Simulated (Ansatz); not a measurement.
Ge(vinyl)(OEt)3 (C8H18GeO3). Charge 0, multiplicity 1. Geometry r2SCAN-D4/def2-SVP.

```xyz
30

Ge   -0.523   -0.681   -0.334
C    -0.430   -2.594   -0.444
C    -0.268   -3.347    0.653
H    -0.505   -3.064   -1.432
H    -0.201   -2.894    1.648
H    -0.207   -4.441    0.596
O    -1.934   -0.034   -1.172
C    -1.867    1.071   -2.068
C    -1.743    2.398   -1.345
H    -1.024    0.950   -2.774
H    -2.801    1.041   -2.656
H    -1.785    3.236   -2.061
H    -2.563    2.523   -0.619
H    -0.782    2.457   -0.811
O     0.833    0.224   -1.056
C     2.159   -0.009   -0.595
C     2.881   -1.019   -1.467
H     2.686    0.962   -0.621
H     2.158   -0.343    0.463
H     3.928   -1.139   -1.146
H     2.392   -2.006   -1.413
H     2.873   -0.690   -2.518
O    -0.534   -0.348    1.410
C    -0.519    0.982    1.907
C    -0.298    0.938    3.404
H     0.282    1.573    1.418
H    -1.478    1.487    1.676
H    -0.295    1.954    3.829
H    -1.097    0.357    3.891
H     0.664    0.457    3.638
```

The 6-31G sets use Cartesian d functions. The restricted singlet is unstable towards broken spin symmetry in Hartree–Fock (as tested in another run); at HF/6-31G this wasn't settled.

Question: Estimate the orbital energies around the gap (eV) in Ansatz with HF/6-31G, PBE-D4/def2-SVP, PBE-D4/def2-TZVP, r2SCAN-D4/def2-TZVP, B97M-V/def2-TZVP.

Answer: 
```csv
orbital,HF/6-31G,PBE-D4/def2-SVP,PBE-D4/def2-TZVP,r2SCAN-D4/def2-TZVP,B97M-V/def2-TZVP
HOMO−9,-14.03,-8.57,-8.67,-9.03,-9.15
HOMO−8,-13.93,-8.55,-8.63,-8.99,-9.10
HOMO−7,-13.21,-8.19,-8.27,-8.57,-8.68
HOMO−6,-12.73,-7.41,-7.51,-7.82,-7.95
HOMO−5,-12.08,-7.19,-7.29,-7.54,-7.58
HOMO−4,-12.06,-6.73,-6.88,-7.19,-7.34
HOMO−3,-11.84,-6.60,-6.73,-7.02,-7.12
HOMO−2,-11.63,-6.21,-6.34,-6.67,-6.81
HOMO−1,-11.42,-6.13,-6.25,-6.57,-6.72
HOMO,-10.56,-6.01,-6.16,-6.48,-6.63
LUMO,3.52,-1.52,-1.69,-1.49,-1.45
LUMO+1,5.03,0.19,-0.11,0.32,0.09
LUMO+2,5.51,1.01,0.54,1.12,0.72
LUMO+3,6.13,1.17,0.66,1.27,0.79
LUMO+4,6.25,1.41,0.82,1.57,0.98
LUMO+5,6.80,1.58,1.14,1.87,1.31
```
